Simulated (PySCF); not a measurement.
## Computed properties of SiHF, SMILES F[SiH]

SiHF, SMILES [SiH]F (connectivity only; charge and spin as stated), neutral, multiplicity 1. The structure is a stationary point at PBE0-D3(BJ)/def2-TZVPD. The isomer is the one that the SMILES or the coordinates give; other isomers of the formula were not compared. The values are those of a single conformer. All values are computed for the isolated molecule unless a solvent is named; none is compared with measurement here.

**Structure.** The optimised structure has Cs symmetry. All 3 harmonic modes at PBE0-D3(BJ)/def2-TZVPD (PySCF) are real, so it is a minimum.

**Vibrations.** The strongest infrared lines (harmonic, unscaled, degenerate partners summed) lie at 1972 cm⁻¹ (382 km/mol, H 96 %), 843 cm⁻¹ (125 km/mol, F 60 %, Si 38 %), 865 cm⁻¹ (71 km/mol, H 89 %). The softest mode is at 843 cm⁻¹ and the zero-point energy is 5.3 kcal/mol.

**Electronic structure.** ωB97X/def2-TZVPD (PySCF) places the frontier levels at -9.32 and -0.53 eV, a gap of 8.79 eV, and gives a dipole moment of 0.98 D and a mean polarisability of 32.6 bohr³. PBE/def2-TZVPD (PySCF) at the same geometry gives -5.89 and -3.58 eV, so its gap is 6.48 eV narrower. An orbital gap is neither the optical nor the fundamental gap.

**Excitations.** TDDFT-CAM-B3LYP/def2-TZVPD (PySCF) has S1 at 2.93 eV (423 nm, f = 0.022, weak); the most intense of the 10 singlets computed lies at 7.76 eV (f = 0.29). T1 (TDA) is at 1.64 eV.

**NMR.** GIAO shifts at PBE0/pcSseg-2 (PySCF) (non-relativistic, atoms alike by connectivity averaged): ¹H at 9.4 ppm against TMS; ²⁹Si at 473.2 ppm against TMS; ¹⁹F at 109.5 ppm against CFCl3.
